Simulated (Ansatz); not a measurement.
C2H9OSbSi (`CC[O][SbH][SiH3]`). The species carries charge 0 and has multiplicity 1. Sb: def2 effective core potential. Geometry: relaxed with PBE0-D4/def2-TZVP. It is one conformer, not always the lowest.

```xyz
14

C     0.780    2.362   -0.403
C    -0.289    1.296   -0.369
O    -0.082    0.489    0.769
Sb   -1.452   -0.893    1.142
Si   -0.147   -2.794   -0.043
H     0.728    2.981    0.495
H     0.653    3.005   -1.278
H     1.770    1.905   -0.447
H    -1.285    1.766   -0.345
H    -0.242    0.695   -1.291
H    -0.716   -1.306    2.629
H     1.285   -2.785    0.351
H    -0.754   -4.108    0.308
H    -0.248   -2.611   -1.516
```

Task: What is the dipole moment at ωB97M-V/def2-TZVPP? (An estimate is asked.)

Result: Computed: 1.25 D, with components (-1.08, -0.24, -0.57) D in this frame, pointing from negative to positive charge.

Task: And with PBE, r2SCAN, B3LYP? (Best estimate.)

Result: The calculation gave: PBE 1.12 D, r2SCAN 1.12 D, B3LYP 1.28 D.

Task: Give the Mulliken charges with ωB97M-V, B3LYP, PBE in def2-TZVPP. (Best estimate.)

Result: Computed: 
| atom | ωB97M-V | B3LYP | PBE |
| --- | --- | --- | --- |
| C1 | -0.29 | -0.23 | -0.24 |
| C2 | -0.04 | 0.02 | -0.01 |
| O3 | -0.51 | -0.53 | -0.45 |
| Sb4 | 0.43 | 0.54 | 0.48 |
| Si5 | 0.02 | 0.09 | 0.03 |
| H6 | 0.10 | 0.08 | 0.08 |
| H7 | 0.09 | 0.07 | 0.07 |
| H8 | 0.10 | 0.08 | 0.09 |
| H9 | 0.10 | 0.07 | 0.07 |
| H10 | 0.09 | 0.07 | 0.07 |
| H11 | -0.06 | -0.10 | -0.08 |
| H12 | -0.01 | -0.05 | -0.03 |
| H13 | -0.02 | -0.06 | -0.04 |
| H14 | -0.02 | -0.06 | -0.04 |

B3LYP here is the variant with VWN-RPA as its local correlation; programs differ in this.
